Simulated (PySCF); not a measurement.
C6H7O2: g tensor and hyperfine couplings

C6H7O2 (doublet state).
Z-matrix (Å and degrees, GFN2-xTB geometry), rows numbered from 1:
```
O 
C   1  1.2009
O   2  1.3929  1  128.83
C   3  1.4382  2   91.09  1  -179.75
C   2  1.4423  1  138.22  3  -179.82
C   5  1.4275  2  136.67  1    -0.24
C   6  1.5290  5  118.76  2    33.61
C   7  1.4778  6   61.08  5  -107.78
H   4  1.0935  3  111.61  2   118.12
H   4  1.0934  3  111.69  2  -118.54
H   6  1.0836  5  115.21  2  -179.81
H   7  1.0784  6  116.26  8   108.88
H   7  1.0791  6  116.47  8  -110.64
H   8  1.0790  6  116.31  7   110.58
H   8  1.0786  6  116.45  7  -108.91
```

The hyperfine couplings belong to this conformer and change with its torsions.

As a line formula: `O=C1OC[C]1C1CC1` [radical].

Computed with UKS B3LYP, pcH-1 on C H O, non-relativistic, mean-field spin-orbit, GIAO in PySCF. The structure is a single GFN2-xTB conformer in the gas phase; no vibrational or solvent corrections. A GFN2-xTB geometry isn't a minimum of the functional, and hyperfine couplings can be far from their values at a DFT geometry. No stability test was run, so a lower SCF solution isn't excluded.

```
g1, g2, g3                      : 2.00215, 2.00306, 2.00509
g_iso                           : 2.00343
Form of g                       : rhombic: the two nearest values differ by 31 % of g3 − g1
⟨S²⟩                            : 0.7556 (exact 0.7500)
α and β electrons               : 30, 29
HOMO–LUMO gap, α and β orbitals : 6.75, 4.57 eV
Total energy                    : -383.22753 Eh
```

Isotropic coupling and dipolar principal values T1 to T3, in MHz:

| atom | isotope | a_iso | T1 | T2 | T3 | Mulliken spin population |
| --- | --- | --- | --- | --- | --- | --- |
| O1 | 17O | -10.3 | -48.2 | 23.7 | 24.5 | 0.15 |
| C2 | 13C | -33.5 | -3.3 | -0.6 | 3.8 | -0.04 |
| O3 | 17O | 0.0 | -13.0 | 5.7 | 7.3 | 0.04 |
| C4 | 13C | -25.6 | -2.1 | 0.2 | 1.9 | -0.06 |
| C5 | 13C | 65.8 | -63.7 | -62.0 | 125.7 | 0.77 |
| C6 | 13C | -28.5 | -3.6 | 0.1 | 3.5 | -0.05 |
| C7 | 13C | 35.9 | -8.8 | -8.7 | 17.5 | 0.08 |
| C8 | 13C | 35.6 | -8.7 | -8.6 | 17.4 | 0.08 |
| H9 | 1H | 53.5 | -4.1 | -2.8 | 6.9 | 0.02 |
| H10 | 1H | 53.4 | -4.1 | -2.8 | 6.9 | 0.02 |
| H11 | 1H | -0.1 | -3.6 | -2.2 | 5.9 | 0.00 |
| H12 | 1H | -5.2 | -5.7 | 0.0 | 5.7 | 0.00 |
| H13 | 1H | 10.7 | -4.7 | -1.4 | 6.2 | 0.00 |
| H14 | 1H | 10.6 | -4.7 | -1.4 | 6.1 | 0.00 |
| H15 | 1H | -5.1 | -5.7 | 0.0 | 5.7 | 0.00 |

The Mulliken spin populations are largest on C5 (+0.77), O1 (+0.15), C7 (+0.08) and C8 (+0.08). The angles at C5 add up to 360.0°, so it is planar.

Under fast tumbling the dipolar parts average out, and these isotropic splittings remain: 2 × 1H (H9/H10, I = 1/2, 3 lines) with 1.91 mT, 2 × 1H (H13/H14, I = 1/2, 3 lines) with 0.38 mT and 2 × 1H (H12/H15, I = 1/2, 3 lines) with 0.18 mT.

Nuclei that the bonding pattern makes equivalent are averaged, as if the motion that swaps them (rotation, inversion, ring flip) were fast.

The 17O coupling of O1 (-10.3 MHz) shows only in satellite lines or after enrichment, since that isotope makes up about 0.038 % of natural oxygen.

The 13C coupling of C5 (65.8 MHz) shows only in satellite lines or after enrichment, since that isotope makes up about 1.07 % of natural carbon.

β density exceeds α density at some nuclei, such as C2 (-0.0298), C6 (-0.0254) and C4 (-0.0228), spin density in bohr⁻³. In a single determinant that takes different orbitals for the two spins, that is spin polarisation.
